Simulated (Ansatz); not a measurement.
Reaction (cleavage of the Si–Si bond): `O[SiH](O)[SiH2][SiH3]` + `[OH][In]([SH])[O][SiH3]` → `[SiH3][O][In]([SH])[O][SiH3]` + `O[SiH](O)[SiH3]`

Isolated molecules relaxed with PBE0-D4/def2-TZVP in Ansatz; ΔE leaves out vibrations. CBS: MP2 limit from def2 TZ/QZ plus the TZ coupled-cluster correction, frozen cores. This one scheme is used for every species. def2 core potentials past Kr. For In outer-core shells are correlated without core-valence functions, which leaves a few kJ/mol of doubt a bond. Each species was taken in one conformer, which may not be the lowest.

`O[SiH](O)[SiH2][SiH3]`:

Z-matrix (Å, degrees):
```
Si
O 1 1.648
Si 1 2.343 2 103.6
O 1 1.647 2 112.8 3 123.1
H 1 1.486 2 110.7 3 -121.9
H 2 0.959 1 117.8 3 173.6
Si 3 2.338 1 110.3 2 -45.6
H 3 1.491 1 109.5 2 -167.1
H 3 1.493 1 109.4 2 75.1
H 4 0.959 1 117.4 2 -68.0
H 7 1.488 3 111.2 1 -174.3
H 7 1.486 3 109.9 1 65.1
H 7 1.488 3 109.6 1 -54.4
```

`[OH][In]([SH])[O][SiH3]`:

Cartesian coordinates in Å:
```
O -1.102 1.210 -2.778
In 0.110 0.596 -1.360
S 2.460 0.630 -1.403
O -0.857 -0.104 0.223
Si -0.396 -0.726 1.654
H -2.021 1.091 -2.519
H 2.524 0.089 -0.171
H -0.903 -2.117 1.811
H -0.910 0.101 2.778
H 1.096 -0.771 1.766
```

`[SiH3][O][In]([SH])[O][SiH3]`:

Z-matrix (Å, degrees):
```
Si
O 1 1.633
H 1 1.492 2 111.3
H 1 1.489 2 111.0 3 120.4
H 1 1.487 2 108.9 3 -119.7
In 2 1.963 1 136.8 3 -32.1
O 6 1.968 2 115.6 1 -7.1
S 6 2.343 2 123.1 1 172.9
Si 7 1.633 6 136.9 2 -6.7
H 8 1.345 6 91.8 2 179.7
H 9 1.487 7 108.9 6 -151.8
H 9 1.489 7 111.1 6 88.3
H 9 1.492 7 111.3 6 -32.1
```

`O[SiH](O)[SiH3]`:

Z-matrix (Å, degrees):
```
Si
O 1 1.647
Si 1 2.344 2 104.5
O 1 1.648 2 112.8 3 -122.1
H 1 1.486 2 110.8 3 123.0
H 2 0.959 1 117.7 3 -172.2
H 3 1.487 1 111.3 2 55.4
H 3 1.490 1 109.9 2 -65.1
H 3 1.489 1 110.0 2 175.9
H 4 0.959 1 117.5 2 65.5
```

```csv
level,ΔE (kJ/mol)
HF/def2-QZVPP,-126.0
CCSD/CBS(def2),-96.2
```

(1) What does CCSD(T)/CBS give? (Estimate.)

Largest T1 diagnostic among the species: 0.016.

Results:

(1) The calculation gave: -91.9 kJ/mol. The listed levels differ from it by -34.1, -4.3 kJ/mol.

From PBE to PBE0 (25 % exact exchange), in def2-TZVPP and without D4, ΔE moves by −10.8 kJ/mol. In def2-TZVPP, CCSD(T) changes the Hartree–Fock value by +30.2 kJ/mol (the triples alone add +4.3 kJ/mol) and MP2 by +24.7 kJ/mol.
